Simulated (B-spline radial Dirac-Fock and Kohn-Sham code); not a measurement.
**Ta¹³⁺: scattering cross sections and density moments**

System: the Ta¹³⁺ ion in the configuration [Kr] 4d10 4f12 5s2.

Model: relativistic Hartree-Fock (Dirac-Fock) wave functions, averaged over the configuration. Program: a radial finite-basis atomic code.

* Sum of ⟨r⟩: 21.77 bohr
* Sum of ⟨r²⟩: 12.64 bohr²
* Sum of ⟨1/r⟩: 523.83 per bohr
* Langevin diamagnetic susceptibility: -10.0 × 10⁻⁶ cm³/mol
* Lamb shielding (α²/3)Σ⟨1/r⟩: 9298 ppm

Coherent scattering is the Thomson cross section weighted by f₀², without anomalous dispersion; incoherent scattering is Klein-Nishina weighted by S. The Lamb formula is the non-relativistic shielding expression. Electron correlation is left out. A dash stands where the photon energy is too low for the impulse approximation behind that column.

| hν (keV) | coherent (b) | incoherent (b) | incoherent per electron (b) |
| --- | --- | --- | --- |
| 1 | 2371 | – | – |
| 5 | 1917 | 3.439 | 0.0573 |
| 8.0478 | 1471 | 6.293 | 0.105 |
| 10 | 1231 | 7.987 | 0.133 |
| 30 | 345.0 | 18.90 | 0.315 |
| 50 | 161.6 | 22.78 | 0.380 |
| 500 | 2.759 | 16.90 | 0.282 |
| 1000 | 0.7167 | 12.54 | 0.209 |

Incoherent scattering overtakes coherent scattering between 50 and 500 keV.

Values without a named source are computed, but for edge energies of neutral atoms, which are taken from tables.
